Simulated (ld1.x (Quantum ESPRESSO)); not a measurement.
# thulium (Tm): PAW pseudisation with BLYP, scalar-relativistic reference atom.

thulium, PAW, made with ld1.x (Quantum ESPRESSO) 7.5 (BLYP, scalar-relativistic). Core [Kr] 4d10 4f12, reference 5s2 5p6 5d1 6s2 6p0. Waves: 5s (bound): rcut 1.55, rcutus 1.80 bohr; 6s (bound): rcut 1.55, rcutus 1.80 bohr; 5p (bound): rcut 2.15, rcutus 2.60 bohr; 6p (bound, empty): rcut 2.15, rcutus 2.60 bohr; 5d (bound): rcut 2.10, rcutus 2.80 bohr; 5d channel at 3.11 Ry: rcut 2.10, rcutus 2.80 bohr. Local part: all-electron potential smoothed inside 2.20 bohr (lloc = -2). Core correction: Bessel-smoothed model core, default radius (core density twice the valence density). Augmentation charge: BG, radius 1.20 bohr.

- Cutoffs needed: 18 Ry and 30 Ry (the cutoffs (Ry, on a coarse ladder) from which the occupation-weighted sum of valence levels, in a spherical-Bessel basis at the reference potential, stays within 10 and 1 mRy of its value at 400 Ry)
- Ghost test: no extra level below or beside the all-electron valence levels (s, p, d, f tested) (spherical-Bessel basis up to 400 Ry, 20 bohr box)
- Configuration tests: test run stopped at test 1 of 7 (negative rho)
- Lowest eigenvalue of the overlap operator: 0.08 (p channel)
